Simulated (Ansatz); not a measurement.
Redistribution: CHBr2I + CH2ClI → CHBrI2 + CH2BrCl

Species: CHBr2I (dibromoiodomethane) `BrC(Br)I`, singlet; CH2ClI (chloroiodomethane) `ClCI`, singlet; CHBrI2 (bromodiiodomethane) `BrC(I)I`, singlet; CH2BrCl `ClCBr`, singlet. The partners trade Br for I; both sit on C, so the bond types are kept.

Shapes, held fixed at every level: PBE0-D4/def2-TZVP. Programs: Ansatz 0.2.0. The zero-point and thermal change to 298 K, harmonic and unscaled (PBE0-D4/def2-TZVP), is +0.4 kJ/mol.

| level | kind | ΔH(298 K) (kJ/mol) | less CCSD(T)/def2-TZVPP |
| --- | --- | --- | --- |
| SPW92/def2-TZVPP | LDA | +0.3 | +2.0 |
| PBE-D4/def2-TZVPP | GGA | -0.5 | +1.2 |
| r2SCAN0-D4/def2-TZVPP | global hybrid | -0.7 | +1.0 |
| B2PLYP/def2-TZVPP | double hybrid | -1.4 | +0.3 |
| MP2/def2-TZVPP | perturbation theory | -3.4 | -1.7 |
| CCSD(T)/def2-SVP | coupled cluster or CI | -1.2 | +0.5 |
| CCSD(T)/def2-TZVPP | coupled cluster or CI | -1.7 | 0.0 |

The highest level, CCSD(T)/def2-TZVPP, gives ΔH(298 K) = -1.7 kJ/mol; the levels span -3.4 to +0.3. That is about zero within the method's error. They disagree on the sign: 1 of 7 are positive. The column of differences is taken from that level and isn't an error. No measured value is set beside it here. For atoms past krypton def2 sets carry core potentials with scalar relativity. Relativity is left out for Br. Outer-core shells of Br, I are correlated in most correlated rows, in sets that cover them unevenly.
